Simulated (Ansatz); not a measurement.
Two isomers of C8H16: A = `C=C(C)CC(C)(C)C`, B = `CC/C=C\C(C)(C)C`.

Isolated molecules relaxed with PBE0-D4/def2-TZVP in Ansatz; ΔE leaves out vibrations. CCSD(T)/CBS adds triple-zeta CCSD(T) − MP2 to the extrapolated MP2 energy (def2 sets, frozen cores). DFT in def2-TZVPP. B3LYP here is the variant with VWN-RPA as its local correlation; programs differ in this. One conformer a species, not always the lowest.

A:

```xyz
24

C     1.7814    1.7005    0.5604
C     1.4074    0.4316    0.7010
C     2.4039   -0.6844    0.6414
C    -0.0232    0.0538    0.9764
C    -0.9404   -0.1518   -0.2513
C    -2.2850   -0.6590    0.2632
C    -0.3587   -1.1745   -1.2218
C    -1.1521    1.1680   -0.9849
H     1.0706    2.5147    0.6487
H     2.8136    1.9679    0.3609
H     2.4525   -1.1969    1.6083
H     3.4029   -0.3193    0.3988
H     2.1233   -1.4410   -0.0956
H    -0.4845    0.8255    1.6010
H    -0.0376   -0.8723    1.5632
H    -2.9912   -0.7935   -0.5606
H    -2.7269    0.0477    0.9715
H    -2.1749   -1.6209    0.7721
H     0.5775   -0.8204   -1.6597
H    -1.0580   -1.3575   -2.0424
H    -0.1679   -2.1316   -0.7277
H    -1.5983    1.9181   -0.3252
H    -0.2091    1.5676   -1.3628
H    -1.8255    1.0274   -1.8350
```

B:

```xyz
24

C     2.499    0.260   -1.817
C     1.206   -0.525   -1.620
C     1.130   -1.141   -0.261
C     0.281   -0.899    0.735
C    -0.890    0.064    0.800
C    -1.485   -0.008    2.207
C    -1.978   -0.331   -0.202
C    -0.438    1.505    0.548
H     2.573    0.652   -2.834
H     2.550    1.102   -1.122
H     3.373   -0.371   -1.635
H     1.162   -1.327   -2.367
H     0.350    0.121   -1.815
H     1.905   -1.881   -0.066
H     0.439   -1.475    1.645
H    -2.337    0.670    2.302
H    -0.744    0.271    2.961
H    -1.833   -1.020    2.433
H    -2.839    0.337   -0.110
H    -1.622   -0.281   -1.232
H    -2.320   -1.352   -0.019
H     0.336    1.797    1.261
H    -0.035    1.642   -0.456
H    -1.283    2.191    0.665
```

(1) Which isomer does CCSD(T)/CBS put lower? Give the gap. (Estimate.)

(2) Give E(B) − E(A) in kcal/mol with B2PLYP, B3LYP, PBE-D4, r2SCAN-D4, PBE0-D4, HF/def2-TZVPP, LDA (SPW92). (Best estimate.)

Largest T1 diagnostic: 0.009.

## Answers

(1) Ansatz gave: A, by 4.1 kcal/mol.

(2) Ansatz gave: B2PLYP 3.3, B3LYP 2.7, PBE-D4 3.6, r2SCAN-D4 4.3, PBE0-D4 3.8, HF/def2-TZVPP 2.6, LDA (SPW92) 4.7. None reverses the order clearly.

Leaving LDA and LC-ωPBE aside and taking each functional with its dispersion term where it has one, the values, not all of them listed here, spread over 1.2 kcal/mol, from B2PLYP to B97M-V. LDA lies +1.6 kcal/mol from PBE without D4. In def2-TZVPP, CCSD(T) changes the Hartree–Fock value by +1.4 kcal/mol (the triples alone add +0.2 kcal/mol) and MP2 by +1.8 kcal/mol.
